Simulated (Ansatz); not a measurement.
Species: C4H6O, SMILES `C=CCC=O` (C–C–C–C torsion -120°, C–C–C–O torsion 131°) (charge 0, multiplicity 1).

**Question.** Give a relaxed geometry from B3LYP-D3(BJ)/def2-TZVP (Ansatz, a program for electronic structure).

**Answer.** Several could match; the one computed here: the end point of this relaxation, one of several conformers (outside a Z-matrix the atoms follow the SMILES, hydrogens last).
Z-matrix (Å, degrees):
```
C
H 1 1.0899
H 1 1.0990 2 108.25
C 1 1.5007 2 112.00 3 120.60
C 4 1.3259 1 124.41 2 2.84
H 5 1.0820 4 121.44 1 179.82
H 5 1.0837 6 116.98 4 -179.70
H 4 1.0865 5 119.34 6 0.45
C 1 1.5130 2 108.87 3 -115.21
O 9 1.2016 1 124.50 2 6.23
H 9 1.1112 10 120.58 1 -179.77
```
